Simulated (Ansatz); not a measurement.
Input file for Ansatz (a program for electronic structure): R-wB97X-V/def2-TZVPPD on HF (SMILES F) with ghost functions. Files ending in .json are basis or fitting sets from the Basis Set Exchange.

Ansatz 0.2 input:
```yaml
crystal:
  periodic: [false, false, false]
  atoms:
    - {symbol: F, position_ang: [0.83298341, -0.55984759, -0.25489031]}
    - {symbol: H, position_ang: [0.55077934, -0.32185962, 0.60610121]}
basis:
  gaussian:
    orbitals: def2-TZVPPD.json
    ghost_atoms:
      - {symbol: As, position_ang: [-0.16615097, 0.28404701, 2.80959058]}
      - {symbol: H, position_ang: [0.62439474, -0.09216898, 4.04940483]}
      - {symbol: H, position_ang: [-1.49522954, -0.17146123, 3.38382181]}
      - {symbol: H, position_ang: [-0.35317878, 1.72967847, 3.23249768]}
hamiltonian:
  xc: {name: wB97X-V}
scf: {lower_state_search: off}
```

The head of its log:

```
WARN ansatz: RAYON_NUM_THREADS=2 ignored (pool sized by the plan → 2); use --threads N
Functional definition: wB97X-V
these checks for a lower state are left out or cut short: stability, starts, cluster_reference, orbital_swaps, neighbouring_geometries, increment
integrals: 0.08 GiB planned
811 factors; their error is unknown
integrals: 0.12 GiB planned
216 factors; integrals over basis functions are off by at most 3.7e-5 eV
mean field: 0.64 GiB planned
mean field evaluation 1: about -2732.2763 eV, gradient 3.0e1 eV
mean field evaluation 2: about -2732.1875 eV, gradient 3.4e1 eV
```

Q: Predict the final total energy.

A: -100.4564 hartree.
